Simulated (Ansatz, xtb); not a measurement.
**Two isomers of C4H6OSi**

We compare X, `OC1=CC=C[SiH2]1`, a singlet, with Y, `OC1=C[SiH2]C=C1`, a singlet. Both are isolated molecules in the gas phase, relaxed with PBE0-D3(BJ)/def2-SVP; the shapes shown needn't be the lowest conformers.

X (Å):

```xyz
12

C    -1.8641    0.7849   -0.1910
C    -2.8226    0.0316    0.3997
C    -2.6485   -1.4229    0.2843
C    -1.5753   -1.9099   -0.3838
O    -1.8821    2.1307   -0.1731
Si   -0.6201   -0.4305   -0.9690
H    -1.1175    2.4732   -0.6445
H    -3.6742    0.4670    0.9300
H    -3.3968   -2.0785    0.7453
H    -1.3880   -2.9773   -0.5054
H    -0.5237   -0.2479   -2.4509
H     0.7517   -0.2583   -0.3969
```

Y (Å):

```xyz
12

C    -1.4948    0.7442   -0.1945
C    -2.5882    0.2103    0.4041
C    -1.0174   -1.4550   -1.0446
C    -0.6335   -0.1669   -0.9884
O    -1.0752    2.0191   -0.1652
Si   -2.5941   -1.5942   -0.0287
H    -1.6880    2.5384    0.3684
H    -3.2793    0.8026    1.0075
H    -3.7708   -2.0469   -0.8346
H    -2.4589   -2.5238    1.1361
H    -0.4554   -2.2077   -1.6009
H     0.2523    0.2536   -1.4763
```

**Question.** Estimate which is lower in electronic energy at CCSD(T)/def2-SVP + ΔMP2/def2-TZVPP, and by roughly how much.

**Answer.** The CCSD(T)/def2-SVP + ΔMP2/def2-TZVPP calculation puts structure Y lower, by 0.350 eV.

Level by level:

| level | geometry | E(Y) − E(X) (eV) | departure from the last row (eV) | job, with rough time for the two |
| --- | --- | --- | --- | --- |
| GFN2-xTB | GFN2-xTB | −0.174 | +0.175 | optimisation, 0.12 s |
| HF/STO-3G | GFN2-xTB | −0.237 | +0.113 | single point, 0.36 s |
| r2SCAN-D4/def2-SVP | GFN2-xTB | −0.316 | +0.034 | single point, 2.5 s |
| PBE0-D3(BJ)/def2-SVP | PBE0-D3(BJ)/def2-SVP | −0.319 | +0.031 | optimisation, 23 s |
| HF/def2-SVP | PBE0-D3(BJ)/def2-SVP | −0.415 | −0.065 | part of the CCSD(T) run |
| MP2/def2-SVP | PBE0-D3(BJ)/def2-SVP | −0.375 | −0.025 | part of the CCSD(T) run |
| CCSD(T)/def2-SVP | PBE0-D3(BJ)/def2-SVP | −0.352 | −0.002 | single point |
| CCSD(T)/def2-SVP + ΔMP2/def2-TZVPP | PBE0-D3(BJ)/def2-SVP | −0.350 |  | single point, 28 s |

As drawn, both hold the same kinds of bond in the same numbers.

The levels shown agree on the order. The largest departure from CCSD(T)/def2-SVP + ΔMP2/def2-TZVPP is that of GFN2-xTB, 0.175 eV. The last row adds to CCSD(T) the change of the MP2 difference between the two basis sets, here +0.002 eV.

With thermal terms from frequencies at re-optimised GFN2-xTB minima (ideal gas, soft modes damped towards free rotors, one conformer each, 298.15 K, 1 atm): the zero-point term adds +0.004 eV; ΔH is −0.350 and ΔG −0.341 eV.

The correlated steps freeze 10 core orbitals. Programs: Ansatz 0.2.0, xtb 6.7.1; the last row on 2 threads of Intel(R) Xeon(R) 6975P-C (Granite Rapids) on a shared host.
